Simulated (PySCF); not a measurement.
**How methods differ on the excitation energy of F**

F [He] 2s2 2p5 (2P) → F [He] 2s1 2p6 (2S), as a difference of total energies. Calculation: PySCF 2.14, in ANO-RCC-VTZP (4s3p2d1f, 30 functions); scalar relativity by spin-free X2C-1e. Correlated levels: valence: 1s2 frozen; valence and next inner shell: nothing frozen. The calculations carry no spin-orbit coupling.

```csv
method,excitation energy (eV)
UHF,23.973
LDA,18.330
PBE,18.991
PBE0,20.250
r2SCAN,20.716
LC-wPBE,19.540
wB97M-V,20.438
wB97X,19.986
revPBE,19.131
ROHF,24.045
MP2 (valence),21.979
SCS-MP2 (valence),21.869
MP2 (valence and next inner shell),21.940
SCS-MP2 (valence and next inner shell),21.843
```

Question: How much does correlation contribute at MP2 (valence and next inner shell)?

Answer: 21.940 − (23.973) = -2.033 eV, measured against UHF.

A first-order spin-orbit estimate (lowest level to lowest level, LS coupling) adds 0.018 eV.

The upper state lies above the first ionisation limit, where it may autoionise and the basis confines it.
